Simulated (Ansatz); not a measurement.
The inner images of a band of CH7NO2Si (12 atoms, charge 0, multiplicity 1) are given out of order.

Method: RKS r2SCAN/6-31G* in Ansatz.

First end point:

```xyz
12
Properties=species:S:1:pos:R:3
N -0.490 1.483 -0.546
C -0.868 0.255 0.201
Si 0.738 -0.721 0.503
O 0.514 -2.364 0.516
O 1.684 -0.215 -0.756
H -0.092 2.163 0.102
H -1.319 1.929 -0.938
H -1.464 0.439 1.111
H -1.500 -0.350 -0.465
H 1.330 -0.444 1.838
H 0.358 -2.756 -0.354
H 1.185 0.524 -1.176
```

Last end point:

```xyz
12
Properties=species:S:1:pos:R:3
N -1.036 1.685 -0.095
C -1.075 0.226 0.173
Si 0.639 -0.536 0.279
O 0.685 -2.175 0.568
O 1.315 -0.112 -1.186
H -0.540 2.147 0.667
H -0.462 1.841 -0.925
H -1.645 0.061 1.097
H -1.667 -0.244 -0.627
H 1.419 0.036 1.411
H 0.181 -2.718 -0.055
H 2.265 -0.267 -1.273
```

**Question.** Put them in order from the first end to the last, with their energies above the first end.
A.
```xyz
12
Properties=species:S:1:pos:R:3
N -0.925 1.644 -0.200
C -1.038 0.228 0.237
Si 0.629 -0.641 0.352
O 0.541 -2.279 0.569
O 1.451 -0.378 -1.077
H -0.318 2.157 0.440
H -0.470 1.671 -1.112
H -1.563 0.214 1.202
H -1.709 -0.282 -0.469
H 1.382 -0.108 1.524
H 0.296 -2.791 -0.214
H 1.801 0.510 -1.220
```
B.
```xyz
12
Properties=species:S:1:pos:R:3
N -0.706 1.573 -0.302
C -0.918 0.245 0.263
Si 0.715 -0.703 0.491
O 0.549 -2.352 0.502
O 1.636 -0.197 -0.798
H -0.041 2.204 0.114
H -0.995 1.781 -1.242
H -1.517 0.292 1.188
H -1.538 -0.321 -0.448
H 1.358 -0.410 1.799
H 0.349 -2.751 -0.357
H 1.185 0.584 -1.174
```
C.
```xyz
12
Properties=species:S:1:pos:R:3
N -0.978 1.652 -0.170
C -1.082 0.227 0.231
Si 0.607 -0.595 0.302
O 0.604 -2.239 0.548
O 1.287 -0.180 -1.164
H -0.398 2.148 0.509
H -0.454 1.689 -1.046
H -1.601 0.176 1.198
H -1.747 -0.273 -0.487
H 1.416 -0.055 1.431
H 0.235 -2.769 -0.172
H 2.188 0.163 -1.147
```
D.
```xyz
12
Properties=species:S:1:pos:R:3
N -0.492 1.484 -0.450
C -0.894 0.245 0.247
Si 0.733 -0.718 0.491
O 0.543 -2.365 0.509
O 1.635 -0.215 -0.803
H -0.150 2.222 0.157
H -1.145 1.845 -1.134
H -1.501 0.370 1.163
H -1.525 -0.329 -0.447
H 1.364 -0.417 1.802
H 0.353 -2.755 -0.355
H 1.156 0.578 -1.145
```
E.
```xyz
12
Properties=species:S:1:pos:R:3
N -0.890 1.644 -0.234
C -0.975 0.242 0.246
Si 0.677 -0.664 0.432
O 0.546 -2.311 0.534
O 1.607 -0.290 -0.901
H -0.198 2.170 0.298
H -0.601 1.669 -1.210
H -1.513 0.249 1.205
H -1.636 -0.299 -0.447
H 1.341 -0.267 1.703
H 0.337 -2.760 -0.297
H 1.381 0.564 -1.296
```
F.
```xyz
12
Properties=species:S:1:pos:R:3
N -0.590 1.515 -0.374
C -0.912 0.241 0.261
Si 0.724 -0.708 0.490
O 0.551 -2.357 0.505
O 1.633 -0.203 -0.802
H -0.093 2.225 0.139
H -1.072 1.814 -1.203
H -1.516 0.320 1.183
H -1.534 -0.327 -0.445
H 1.364 -0.409 1.798
H 0.354 -2.751 -0.356
H 1.168 0.584 -1.163
```
G.
```xyz
12
Properties=species:S:1:pos:R:3
N -0.466 1.486 -0.511
C -0.868 0.254 0.220
Si 0.742 -0.729 0.496
O 0.523 -2.372 0.515
O 1.652 -0.227 -0.790
H -0.162 2.202 0.148
H -1.242 1.882 -1.036
H -1.470 0.432 1.127
H -1.503 -0.335 -0.456
H 1.358 -0.440 1.817
H 0.350 -2.764 -0.352
H 1.161 0.556 -1.143
```

**Answer.** G (+0.01 eV), D (+0.09 eV), F (+0.28 eV), B (+0.38 eV), E (+0.27 eV), A (+0.24 eV), C (+0.14 eV).

Run time: 13 min on 2 threads of Arm Neoverse V1, with other jobs on the host, peak memory 0.16 GiB.
